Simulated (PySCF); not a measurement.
## Computed properties of BH, SMILES [BH]

BH, SMILES [BH] (connectivity only; charge and spin as stated), neutral, multiplicity 1. Geometry: PBE0-D3(BJ)/def2-TZVPD. Other conformers were not sampled. All values are computed for the isolated molecule unless a solvent is named; none is compared with measurement here.

**Structure.** The optimised structure has C∞v symmetry. All 1 harmonic modes at PBE0-D3(BJ)/def2-TZVPD (PySCF) are real, so it is a minimum.

**Vibrations.** The strongest infrared lines (harmonic, unscaled, degenerate partners summed) lie at 2328 cm⁻¹ (431 km/mol, H 91 %, B 9 %). The softest mode is at 2328 cm⁻¹ and the zero-point energy is 3.3 kcal/mol.

**Electronic structure.** ωB97X/def2-TZVPD (PySCF) places the frontier levels at -9.12 and 0.01 eV, a gap of 9.13 eV, and gives a dipole moment of 1.66 D and a mean polarisability of 23.5 bohr³. PBE/def2-TZVPD (PySCF) at the same geometry gives -5.53 and -3.49 eV, so its gap is 7.09 eV narrower. An orbital gap is neither the optical nor the fundamental gap.

**Excitations.** TDA-B3LYP/def2-TZVPD (PySCF) has S1 at 2.89 eV (430 nm, f = 0.080, bright); the most intense of the 10 singlets computed lies at 8.68 eV (f = 0.39). Strengths of degenerate partners are summed. T1 (TDA) is at 1.08 eV, 1.81 eV under S1. TDA-PBE/def2-TZVPD (PySCF) puts S1 at 2.86 eV.

**NMR.** GIAO shifts at HF/pcSseg-2 (PySCF) (non-relativistic, atoms alike by connectivity averaged): ¹H at 7.6 ppm against TMS; ¹¹B at 367.0 ppm against BF3.
